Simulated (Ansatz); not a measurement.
Gas-phase electronic energies from Ansatz, PBE0-D4/def2-TZVP geometries. CCSD(T)/CBS is the MP2 limit (def2-TZVPP, def2-QZVPP) plus CCSD(T) − MP2 in def2-TZVPP, frozen cores. This one scheme is used for every species. DFT in def2-TZVPP. For Br outer-core shells are correlated without core-valence functions, which leaves a few kJ/mol of doubt a bond. Scalar relativity is left out up to krypton. One conformer a species, not always the lowest.

Consider the cleavage of the Si–Al bond: `C[SiH](C)[AlH][NH2]` + HBr → `C[SiH](C)Br` + `[NH2][AlH2]`.

```json
{"level": "r2SCAN", "ΔE (kJ/mol)": "-113.7"}
{"level": "CCSD/def2-TZVPP", "ΔE (kJ/mol)": "-112.0"}
{"level": "CCSD(T)/def2-TZVPP", "ΔE (kJ/mol)": "-109.5"}
{"level": "HF/def2-QZVPP", "ΔE (kJ/mol)": "-133.1"}
```

**Question.** What does CCSD(T)/CBS give? (Best estimate.)

**Answer.** Ansatz gave: -115.6 kJ/mol. The listed levels differ from it by 1.9, 3.6, 6.1, -17.5 kJ/mol.

Largest T1 diagnostic among the species: 0.011.

From PBE to PBE0 (25 % exact exchange), in def2-TZVPP and without D4, ΔE moves by −7.6 kJ/mol. In def2-TZVPP, CCSD(T) changes the Hartree–Fock value by +23.1 kJ/mol (the triples alone add +2.5 kJ/mol) and MP2 by +10.3 kJ/mol.
